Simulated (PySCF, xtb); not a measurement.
AlBr2, SMILES [Br][Al][Br], multiplicity 2.

Harmonic wavenumbers (cm⁻¹) from GFN2-xTB in xtb at its own minimum, in rising order: 45, 209, 492.

Question: What does PBE-D3(BJ)/def2-TZVP run with PySCF give at its own minimum? (Estimate from the structure and the level; the computed values follow.)

Answer: 90, 326, 445. Paired by order, the mean absolute difference is 69 cm⁻¹ and the zero-point energies are 1.1 and 1.2 kcal/mol.
